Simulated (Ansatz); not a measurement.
`[NH2][Al]([Cl])[Br]` + CH₄ → `[CH3][Al]([NH2])[Br]` + HCl at 600 K and 1 bar (formal exchange of groups at the Al–Cl bond).

Gas-phase electronic energies from Ansatz, PBE0-D4/def2-TZVP geometries. CBS: MP2 limit from def2 TZ/QZ plus the TZ coupled-cluster correction, frozen cores. This one scheme is used for every species. For Br outer-core shells are correlated without core-valence functions, which leaves a few kJ/mol of doubt a bond. Scalar relativity is left out up to krypton. Each species was taken in one conformer, which may not be the lowest.

```tsv
species	CCSD(T)/CBS energy (Eh)	H − E (kJ/mol)	S (J/(mol·K))
`[NH2][Al]([Cl])[Br]`	-3331.20678	123.2	407.6
CH₄	-40.46206	140.4	215.7
`[CH3][Al]([NH2])[Br]`	-2911.22635	222.6	439.8
HCl	-460.38127	35.4	207.2
```

H − E and S are ideal-gas, rigid-rotor, harmonic terms from PBE0-D4/def2-TZVP, for one conformer and one mirror image of each species. 1 Eh = 2625.50 kJ/mol, R = 8.31446 J/(mol·K).

**Question.** By hand: ΔE, ΔH, ΔS and ΔG.

**Answer.** ΔE = (-2911.22635) + (-460.38127) − (-3331.20678) − (-40.46206) = 0.06122 Eh = 160.7 kJ/mol. Δ(H − E) = 222.6 + 35.4 − 123.2 − 140.4 = -5.6, so ΔH = 155.1 kJ/mol. ΔS = 439.8 + 207.2 − 407.6 − 215.7 = 23.7 J/(mol·K). ΔG = 155.1 − 600 × (23.7)/1000 = 140.9 kJ/mol.

**Question.** By hand: the equilibrium constant, and the temperature at which ΔG would vanish if ΔH and ΔS stayed fixed.

**Answer.** log₁₀ K = −ΔG/(RT ln 10) = -12.3. ΔG = 0 at ΔH/ΔS = 6544 K, far beyond where these terms or the molecules hold.

ΔH outweighs TΔS. A doubt of 5 kJ/mol in ΔE shifts log₁₀ K by 0.4 here. Other conformers and mirror images would add mixing entropy, several J/(mol·K) or more a flexible species. Modes under 60 cm⁻¹, often nearly free rotors, make the harmonic entropy too high. These are equilibria of isolated gas molecules and say nothing of rates. Largest T1 diagnostic: 0.008 (customary marks: 0.02 for closed shells, 0.045 for open ones).
